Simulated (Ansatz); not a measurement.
Ansatz results at the PBE0-D4/def2-TZVP geometry: LUMO energy (ωB97M-V/def2-TZVPP) 0.37 eV; size of the dipole moment (ωB97M-V/def2-TZVPP) 0.34 D; HOMO energy (PBE/def2-TZVPP) -4.98 eV.

Each molecule was computed in one conformer, which needn't be the lowest.

(1) Which molecule gave them?
A. `[F][InH][I]`
B. `C[CH](C)[In]([CH](C)C)[CH](C)C`
C. `[F][In]([SH])[Br]`
D. `C[N](C)[In]([OH])[O][SiH3]`

Results:

(1) B. The others give `C[N](C)[In]([OH])[O][SiH3]`: 0.16, 1.41, -5.19; `[F][InH][I]`: -0.39, 2.61, -6.78; `[F][In]([SH])[Br]`: -0.67, 2.39, -7.09.
